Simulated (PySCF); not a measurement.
Al(Cl)(NCO)(OH) (CHAlClNO2), SMILES [Al]([OH])([Cl])[N]=C=O.

Geometry: PBE0-D3(BJ)/def2-SVP. One conformer was computed; it need not be the lowest.

Level of theory: PBE/def2-TZVP run with PySCF.

Symmetry labels are those of the subgroup Cs that the program uses (full group Cs).

Computed valence orbital energies around the gap with their symmetry:
| orbital | symmetry | energy (eV) |
|---|---|---|
| HOMO−7 | A' | -11.44 |
| HOMO−6 | A' | -9.87 |
| HOMO−5 | A' | -8.61 |
| HOMO−4 | A" | -8.57 |
| HOMO−3 | A' | -8.22 |
| HOMO−2 | A" | -8.05 |
| HOMO−1 | A" | -7.63 |
| HOMO | A' | -7.44 |
| LUMO | A' | -1.71 |
| LUMO+1 | A" | -1.52 |
| LUMO+2 | A' | -0.34 |
| LUMO+3 | A' | 0.48 |
